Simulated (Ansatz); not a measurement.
Harmonic frequencies (cm⁻¹) at PBE0-D4/def2-TZVP from Ansatz: 88, 133, 154, 195, 279, 483, 506, 696, 720, 768, 873, 881, 924, 959, 1002, 1135, 1278, 1371, 1445, 1450, 1822, 2176, 2234, 3054, 3092, 3140, 3145.

Each molecule was computed in one conformer, which needn't be the lowest.

**Question.** Which molecule is it?
A. `C[C@@H]1N[Si@@H]1F`
B. `B[SiH](Cl)BN`
C. `CN(C)[Si]F`
D. `C[SiH2]/N=C/F`

**Answer.** D.
